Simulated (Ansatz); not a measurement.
Dissociation curve of NH (cation, charge +1), lowest doublet found (which spin is the ground state isn't settled by this scan).

Computed with: UKS-PBE = Ansatz (a quantum-chemistry and plane-wave program) with unrestricted PBE/aug-cc-pVTZ; UHF/aug-cc-pVTZ (Ansatz); FCI = full CI/aug-cc-pVTZ, frozen core in Ansatz.

Energies relative to the lowest point of each curve between 0.85 and 1.28 Å, where full CI is lowest, in kJ/mol:

| R / Å | UKS-PBE | UHF |
|---|---|---|
| 0.93 | 51.7 | 34.7 |
| 0.97 | 26.9 | 14.5 |
| 1.02 | 8.6 | 2.1 |
| 1.06 | 1.7 | 0.0 |
| 1.10 | 0.0 | 3.2 |
| 1.15 | 3.5 | 12.8 |
| 1.37 | 56.9 | 91.4 |
| 1.82 | 185.9 | 220.1 |
| 2.03 | 221.2 | 252.4 |
| 2.26 | 240.1 | 280.8 |
| 2.94 | 265.8 | 322.9 |
| 3.46 | 267.2 | 331.9 |

Question: Estimate the FCI values at these points.

Answer: 0.93: 42.0; 0.97: 19.6; 1.02: 4.4; 1.06: 0.0; 1.10: 0.9; 1.15: 7.8; 1.37: 76.6; 1.82: 238.4; 2.03: 295.5; 2.26: 343.5; 2.94: 416.0; 3.46: 431.6 (kJ/mol).

The unrestricted determinant behind UKS-PBE, UHF is spin-contaminated at 0.74 to 3.46 Å (<S²> up to 1.8, against 0.75 for a pure doublet).
